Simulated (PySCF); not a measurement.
C₂H₅BO (calculated)

All values are calculated (PySCF 2.14.0). Calculation on a computer-drawn molecule: the log of a Hartree-Fock and frozen-core CCSD(T) single point meant for a local Hartree-Fock minimum, with one planted fault or none, to be diagnosed. Offsets are logged minus clean, where the clean run is the same molecule without the fault. The reference is restricted for singlets and unrestricted otherwise, and also for a bond in bohr or an excited solution. Adding or removing an electron swaps singlet and doublet. The excited solution moves the top pair (singlet) or top alpha electron (doublet) to the lowest empty orbital. Highest occupied and lowest empty are orbital energies over both spins, largest force is the largest gradient component, triples share is (T) over the correlation energy, the T1 limit is 0.02 restricted and 0.045 unrestricted, electrons count all cores, a negative frequency is imaginary (commonest isotopes), and the dipole is about the centre of nuclear charge.

```json
{"formula": "C2H5BO", "logged_structure": {"atoms_angstrom": [["C", -2.1887, -0.4539, -0.7144], ["B", -1.7069, -0.0285, 0.5175], ["O", -1.2553, 0.3791, 1.6693], ["C", -0.9908, 1.7414, 1.9776], ["H", -3.2508, -0.5392, -0.9089], ["H", -1.5196, -0.7375, -1.5175], ["H", 0.0598, 1.8316, 2.2435], ["H", -1.2163, 2.3833, 1.1276], ["H", -1.6059, 2.0223, 2.8293]]}, "given": {"meant_charge": 0, "meant_multiplicity": 1, "meant_basis": "cc-pVDZ", "logged_electrons": 30, "logged_basis_functions": 25, "logged_SCF_converged": "yes", "logged_spin_squared": 0.0, "logged_highest_occupied [eV]": -5.9992, "logged_lowest_empty [eV]": 8.9432, "logged_largest_force [hartree/bohr]": 0.053515, "logged_T1_diagnostic": 0.017113, "logged_D1_diagnostic": 0.063672, "logged_triples_share": 0.022928, "logged_CC_converged": "yes", "logged_dipole_magnitude [debye]": 2.6135, "logged_SCF_stable_within_its_kind": "yes", "logged_energy_HF [hartree]": -175.89367, "logged_energy_CCSD(T) [hartree]": -176.14545, "possible_faults": "no fault, one electron removed, one electron added, multiplicity raised by two, geometry at a saddle point, SCF held on an excited solution, minimal basis STO-3G, one bond length entered in bohr, all coordinates scaled", "drawn_bonds_atom": [1, 2, 3, 1, 1, 4, 4, 4], "drawn_bonds_other_atom": [2, 3, 4, 5, 6, 7, 8, 9], "drawn_bonds_order": [2, 1, 1, 1, 1, 1, 1, 1]}, "results": {"planted_fault": "minimal basis STO-3G", "HF_energy_offset_from_clean_run [kcal/mol]": 1437, "CCSD(T)_energy_offset_from_clean_run [kcal/mol]": 1650}}
```
